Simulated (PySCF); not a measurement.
BrH₃SiSn, SMILES [SiH3][Sn][Br] (connectivity only; charge and spin as stated), neutral, multiplicity 1.

The structure is a stationary point at B3LYP-D3(BJ)/def2-SVP. The structure was generated by enumeration; whether it is a known compound was not checked. The def2 effective core potentials stand for the cores of Sn; spin–orbit coupling is left out.

Computed with TDA-B3LYP/def2-SVPD (PySCF).

Vertical excitations. Isolated molecule, no solvent. State labels are in the subgroup Cs.

```csv
state,symmetry,energy (eV),λ (nm),f,main pairs
S1,A",1.89,655,0.003,HOMO→LUMO 99 %
S2,A",3.58,347,0.002,HOMO−1→LUMO 98 %
S3,A',3.90,318,0.002,"HOMO→LUMO+1 75 %, HOMO−2→LUMO 24 %"
S4,A',4.07,305,0.048,"HOMO−2→LUMO 69 %, HOMO→LUMO+1 23 %"
S5,A",4.09,303,0.007,HOMO−3→LUMO 97 %
S6,A",5.16,241,0.003,HOMO−4→LUMO 99 %
S7,A',5.21,238,0.027,"HOMO−5→LUMO 78 %, HOMO→LUMO+2 18 %"
S8,A',5.50,226,0.169,"HOMO→LUMO+2 30 %, HOMO−1→LUMO+1 28 %, HOMO→LUMO+3 22 %, HOMO−5→LUMO 15 %"
S9,A",5.58,222,0.006,HOMO−2→LUMO+1 99 %
S10,A',5.66,219,0.020,"HOMO−1→LUMO+1 48 %, HOMO→LUMO+3 44 %"
T1,A",1.27,978,0,HOMO→LUMO 99 %
T2,A',3.30,376,0,HOMO−2→LUMO 99 %
T3,A",3.33,373,0,HOMO−1→LUMO 92 %
T4,A',3.38,366,0,HOMO→LUMO+1 98 %
```
Triplets are in the Tamm–Dancoff approximation.
